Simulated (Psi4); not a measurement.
Torsional profile of SMILES O=Cc1ccc(O)s1 (C5H4O2S), singlet. Scanned: dihedral O1–C2–C3–S8; all other coordinates were relaxed at GFN2-xTB. Points at φ and −φ are mirror images. Heavy atoms are numbered in the order of the SMILES O=Cc1ccc(O)s1, hydrogens after them in the order of the atoms that carry them; the mirror image has the same energies with the sign of each dihedral reversed.

Methods: PBE/def2-SVP // GFN2-xTB (Psi4); PBE-D3(BJ)/def2-SVP // GFN2-xTB (Psi4); MP2/cc-pVTZ = Psi4 with DF-MP2 (frozen core)/cc-pVTZ // GFN2-xTB.

Energies relative to the lowest point of each profile, in eV; the last columns give the difference from MP2:

```json
[
 {"φ / °": "-165", "PBE/def2-SVP": "0.103", "PBE-D3(BJ)/def2-SVP": "0.104", "MP2/cc-pVTZ": "0.114", "PBE/def2-SVP − MP2/cc-pVTZ": "-0.011", "PBE-D3(BJ)/def2-SVP − MP2/cc-pVTZ": "-0.011"},
 {"φ / °": "-150", "PBE/def2-SVP": "0.189", "PBE-D3(BJ)/def2-SVP": "0.190", "MP2/cc-pVTZ": "0.182", "PBE/def2-SVP − MP2/cc-pVTZ": "0.008", "PBE-D3(BJ)/def2-SVP − MP2/cc-pVTZ": "0.008"},
 {"φ / °": "-135", "PBE/def2-SVP": "0.320", "PBE-D3(BJ)/def2-SVP": "0.320", "MP2/cc-pVTZ": "0.285", "PBE/def2-SVP − MP2/cc-pVTZ": "0.035", "PBE-D3(BJ)/def2-SVP − MP2/cc-pVTZ": "0.036"},
 {"φ / °": "-120", "PBE/def2-SVP": "0.477", "PBE-D3(BJ)/def2-SVP": "0.478", "MP2/cc-pVTZ": "0.408", "PBE/def2-SVP − MP2/cc-pVTZ": "0.069", "PBE-D3(BJ)/def2-SVP − MP2/cc-pVTZ": "0.070"},
 {"φ / °": "-105", "PBE/def2-SVP": "0.627", "PBE-D3(BJ)/def2-SVP": "0.629", "MP2/cc-pVTZ": "0.516", "PBE/def2-SVP − MP2/cc-pVTZ": "0.111", "PBE-D3(BJ)/def2-SVP − MP2/cc-pVTZ": "0.113"},
 {"φ / °": "-90", "PBE/def2-SVP": "0.699", "PBE-D3(BJ)/def2-SVP": "0.701", "MP2/cc-pVTZ": "0.558", "PBE/def2-SVP − MP2/cc-pVTZ": "0.141", "PBE-D3(BJ)/def2-SVP − MP2/cc-pVTZ": "0.143"},
 {"φ / °": "-75", "PBE/def2-SVP": "0.625", "PBE-D3(BJ)/def2-SVP": "0.628", "MP2/cc-pVTZ": "0.508", "PBE/def2-SVP − MP2/cc-pVTZ": "0.118", "PBE-D3(BJ)/def2-SVP − MP2/cc-pVTZ": "0.120"},
 {"φ / °": "-60", "PBE/def2-SVP": "0.470", "PBE-D3(BJ)/def2-SVP": "0.472", "MP2/cc-pVTZ": "0.391", "PBE/def2-SVP − MP2/cc-pVTZ": "0.080", "PBE-D3(BJ)/def2-SVP − MP2/cc-pVTZ": "0.082"},
 {"φ / °": "-45", "PBE/def2-SVP": "0.297", "PBE-D3(BJ)/def2-SVP": "0.298", "MP2/cc-pVTZ": "0.248", "PBE/def2-SVP − MP2/cc-pVTZ": "0.048", "PBE-D3(BJ)/def2-SVP − MP2/cc-pVTZ": "0.049"},
 {"φ / °": "-30", "PBE/def2-SVP": "0.143", "PBE-D3(BJ)/def2-SVP": "0.144", "MP2/cc-pVTZ": "0.119", "PBE/def2-SVP − MP2/cc-pVTZ": "0.024", "PBE-D3(BJ)/def2-SVP − MP2/cc-pVTZ": "0.024"},
 {"φ / °": "-15", "PBE/def2-SVP": "0.038", "PBE-D3(BJ)/def2-SVP": "0.038", "MP2/cc-pVTZ": "0.031", "PBE/def2-SVP − MP2/cc-pVTZ": "0.007", "PBE-D3(BJ)/def2-SVP − MP2/cc-pVTZ": "0.007"},
 {"φ / °": "0", "PBE/def2-SVP": "0.000", "PBE-D3(BJ)/def2-SVP": "0.000", "MP2/cc-pVTZ": "0.000", "PBE/def2-SVP − MP2/cc-pVTZ": "0.000", "PBE-D3(BJ)/def2-SVP − MP2/cc-pVTZ": "0.000"},
 {"φ / °": "15", "PBE/def2-SVP": "0.038", "PBE-D3(BJ)/def2-SVP": "0.038", "MP2/cc-pVTZ": "0.031", "PBE/def2-SVP − MP2/cc-pVTZ": "0.007", "PBE-D3(BJ)/def2-SVP − MP2/cc-pVTZ": "0.007"},
 {"φ / °": "30", "PBE/def2-SVP": "0.143", "PBE-D3(BJ)/def2-SVP": "0.144", "MP2/cc-pVTZ": "0.119", "PBE/def2-SVP − MP2/cc-pVTZ": "0.024", "PBE-D3(BJ)/def2-SVP − MP2/cc-pVTZ": "0.024"},
 {"φ / °": "45", "PBE/def2-SVP": "0.297", "PBE-D3(BJ)/def2-SVP": "0.298", "MP2/cc-pVTZ": "0.248", "PBE/def2-SVP − MP2/cc-pVTZ": "0.048", "PBE-D3(BJ)/def2-SVP − MP2/cc-pVTZ": "0.049"},
 {"φ / °": "60", "PBE/def2-SVP": "0.470", "PBE-D3(BJ)/def2-SVP": "0.472", "MP2/cc-pVTZ": "0.391", "PBE/def2-SVP − MP2/cc-pVTZ": "0.080", "PBE-D3(BJ)/def2-SVP − MP2/cc-pVTZ": "0.082"},
 {"φ / °": "75", "PBE/def2-SVP": "0.625", "PBE-D3(BJ)/def2-SVP": "0.628", "MP2/cc-pVTZ": "0.508", "PBE/def2-SVP − MP2/cc-pVTZ": "0.118", "PBE-D3(BJ)/def2-SVP − MP2/cc-pVTZ": "0.120"},
 {"φ / °": "90", "PBE/def2-SVP": "0.699", "PBE-D3(BJ)/def2-SVP": "0.701", "MP2/cc-pVTZ": "0.558", "PBE/def2-SVP − MP2/cc-pVTZ": "0.141", "PBE-D3(BJ)/def2-SVP − MP2/cc-pVTZ": "0.143"},
 {"φ / °": "105", "PBE/def2-SVP": "0.627", "PBE-D3(BJ)/def2-SVP": "0.629", "MP2/cc-pVTZ": "0.516", "PBE/def2-SVP − MP2/cc-pVTZ": "0.111", "PBE-D3(BJ)/def2-SVP − MP2/cc-pVTZ": "0.113"},
 {"φ / °": "120", "PBE/def2-SVP": "0.477", "PBE-D3(BJ)/def2-SVP": "0.478", "MP2/cc-pVTZ": "0.408", "PBE/def2-SVP − MP2/cc-pVTZ": "0.069", "PBE-D3(BJ)/def2-SVP − MP2/cc-pVTZ": "0.070"},
 {"φ / °": "135", "PBE/def2-SVP": "0.320", "PBE-D3(BJ)/def2-SVP": "0.320", "MP2/cc-pVTZ": "0.285", "PBE/def2-SVP − MP2/cc-pVTZ": "0.035", "PBE-D3(BJ)/def2-SVP − MP2/cc-pVTZ": "0.036"},
 {"φ / °": "150", "PBE/def2-SVP": "0.189", "PBE-D3(BJ)/def2-SVP": "0.190", "MP2/cc-pVTZ": "0.182", "PBE/def2-SVP − MP2/cc-pVTZ": "0.008", "PBE-D3(BJ)/def2-SVP − MP2/cc-pVTZ": "0.008"},
 {"φ / °": "165", "PBE/def2-SVP": "0.103", "PBE-D3(BJ)/def2-SVP": "0.104", "MP2/cc-pVTZ": "0.114", "PBE/def2-SVP − MP2/cc-pVTZ": "-0.011", "PBE-D3(BJ)/def2-SVP − MP2/cc-pVTZ": "-0.011"},
 {"φ / °": "180", "PBE/def2-SVP": "0.074", "PBE-D3(BJ)/def2-SVP": "0.074", "MP2/cc-pVTZ": "0.091", "PBE/def2-SVP − MP2/cc-pVTZ": "-0.018", "PBE-D3(BJ)/def2-SVP − MP2/cc-pVTZ": "-0.017"}
]
```

PBE/def2-SVP is furthest from MP2/cc-pVTZ at -90 (0.141 eV, above); its mean absolute difference over the points is 0.055 eV.

PBE-D3(BJ)/def2-SVP is furthest from MP2/cc-pVTZ at -90 (0.143 eV, above); its mean absolute difference over the points is 0.056 eV.
